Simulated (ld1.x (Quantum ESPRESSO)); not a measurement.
# hafnium (Hf), TM semilocal: configuration errors across variants

hafnium (Hf), norm-conserving Troullier–Martins (semilocal form), made with ld1.x (Quantum ESPRESSO) 7.5 (LDA (PZ), scalar-relativistic). Core [Xe], reference 4f14 5d2 6s1.5 6p0 (charge +0.5). Waves: 6p (bound, empty): rc 1.25 bohr; 5d (bound): rc 2.85 bohr; 4f (bound): rc 1.10 bohr; 6s (bound): rc 2.00 bohr. Local part: the s channel. Core correction: Bessel-smoothed model core inside 0.90 bohr.

All-electron excitation energies from the reference (eV): (1) 4f14 5d2 6s1 6p0 4.849; (2) 4f14 5d2 6s0 6p0 19.352; (3) 4f14 5d1 6s2 6p0 3.381; (4) 4f14 5d0 6s0 6p0 74.591; (5) 4f14 5d1 6s0 6p0 41.453; (6) 4f14 5d2.5 6s1.5 6p0 -2.101; (7) 4f14 5d2 6s1.5 6p0 spin -0.703.

Spin tests fill each open shell by Hund’s rule, majority spin first.

For the base: The 6p radius (1.25 bohr) lies inside the outermost node of the all-electron wave (1.65 bohr), which a nodeless pseudo-wave cannot match soundly.

A semilocal file is local in each channel, so a ghost entry of none says nothing of the separable form that plane-wave codes build from it.

Tests that are not counted but printed errors over 1 eV. “base”: 4f14 5d2 6s2 6p0 (solver errors, printed error -2916 eV); 4f14 5d2 6s2 6p0 (spin-polarised) (pseudo-atom not self-consistent, printed error -4195 eV). “wave 6p (bound): rc 1.25 bohr becomes 6p (bound): rc 1.00 bohr”: 4f14 5d2 6s2 6p0 (solver errors, printed error -2916 eV); 4f14 5d2 6s2 6p0 (spin-polarised) (pseudo-atom not self-consistent, printed error -4195 eV). “wave 6p (bound): rc 1.25 bohr becomes 6p (bound): rc 1.24 bohr”: 4f14 5d2 6s2 6p0 (solver errors, printed error -2916 eV); 4f14 5d2 6s2 6p0 (spin-polarised) (pseudo-atom not self-consistent, printed error -4195 eV). “wave 6p (bound): rc 1.25 bohr becomes 6p (bound): rc 1.38 bohr”: 4f14 5d2 6s2 6p0 (solver errors, printed error -2916 eV); 4f14 5d2 6s2 6p0 (spin-polarised) (pseudo-atom not self-consistent, printed error -4323 eV). “wave 6p (bound): rc 1.25 bohr becomes 6p (bound): rc 1.64 bohr”: 4f14 5d2 6s2 6p0 (pseudo-atom not self-consistent, printed error -2964 eV); 4f14 5d2 6s2 6p0 (spin-polarised) (pseudo-atom not self-consistent, printed error -2679 eV).

Errors AE − PS in meV (a dash: test not solved or not reliable):

```tsv
change	(1)	(2)	(3)	(4)	(5)	(6)	(7)	bound ghosts
base	-1.2	-25	+6.6	-749	-205	-1.0	+9.6	not determined
wave 6p (bound): rc 1.25 bohr becomes 6p (bound): rc 1.00 bohr	-1.2	-25	+6.6	-749	-205	-1.0	+9.6	not determined
wave 6p (bound): rc 1.25 bohr becomes 6p (bound): rc 1.24 bohr	-1.2	-25	+6.6	-749	-205	-1.0	+9.6	not determined
wave 6p (bound): rc 1.25 bohr becomes 6p (bound): rc 1.38 bohr	-1.2	-25	+6.7	-748	-205	-0.9	+9.6	not determined
wave 6p (bound): rc 1.25 bohr becomes 6p (bound): rc 1.64 bohr	-1.2	-25	+6.7	-748	-205	-1.0	+9.6	not determined
wave 6p (bound): rc 1.25 bohr becomes 6p (bound): rc 1.84 bohr	-1.2	-25	+6.7	-749	-205	-1.0	+9.6	none
```

(1) Give the same row for: wave 6p (bound): rc 1.25 bohr becomes 6p (bound): rc 0.86 bohr.

Results:

(1) -1.2, -25, +6.7, -749, -205, -1.0, +9.5; bound ghosts: not determined. Not counted: 4f14 5d2 6s2 6p0 (pseudo-atom not self-consistent, printed error -4323 eV); 4f14 5d2 6s2 6p0 (spin-polarised) (an occupied level unbound or not found, printed error -2917 eV).
